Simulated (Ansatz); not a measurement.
Consider the ligand exchange at the Si–O bond: `[SiH3]O[CH2][ZnH]` + `C=C[SiH2]O` → `C=C[SiH2]O[SiH3]` + `O[CH2][ZnH]`.

Isolated molecules relaxed with PBE0-D4/def2-TZVP in Ansatz; ΔE leaves out vibrations. CCSD(T)/CBS is the MP2 limit (def2-TZVPP, def2-QZVPP) plus CCSD(T) − MP2 in def2-TZVPP, frozen cores. Functionals use def2-TZVPP. HSE06 is defined as in plane-wave codes. For Zn outer-core shells are correlated without core-valence functions, which leaves a few kJ/mol of doubt a bond. Scalar relativity is left out up to krypton. Each species was taken in one conformer, which may not be the lowest.

Is it downhill or uphill in electronic energy at CCSD(T)/CBS, and by how much? (An estimate is asked.)

Ansatz gave: Downhill: ΔE = -2.4 kcal/mol.

What do these levels give: r2SCAN-D4, r2SCAN0-D4, HSE06-D4, BHLYP-D4, ωB97X-V, ωB97M-V, revPBE, PBE0, r2SCAN0, HSE06, CCSD(T)/def2-TZVPP, MP2/def2-QZVPP? (An estimate is asked.)

Computed: r2SCAN-D4 -2.4, r2SCAN0-D4 -2.5, HSE06-D4 -2.4, BHLYP-D4 -3.2, ωB97X-V -2.1, ωB97M-V -2.0, revPBE -2.0, PBE0 -2.1, r2SCAN0 -2.3, HSE06 -2.1, CCSD(T)/def2-TZVPP -1.8, MP2/def2-QZVPP -1.9 kcal/mol.

Largest T1 diagnostic among the species: 0.014.

In def2-TZVPP, CCSD(T) changes the Hartree–Fock value by +1.1 kcal/mol (the triples alone add +0.2 kcal/mol) and MP2 by +1.4 kcal/mol. At CCSD(T), def2-SVP lies +1.0 kcal/mol from the extrapolated value and def2-TZVPP +0.5 kcal/mol. Leaving LDA and LC-ωPBE aside and taking each functional with its dispersion term where it has one, the values, not all of them listed here, spread over 1.3 kcal/mol, from BHLYP-D4 to PBE-QIDH.
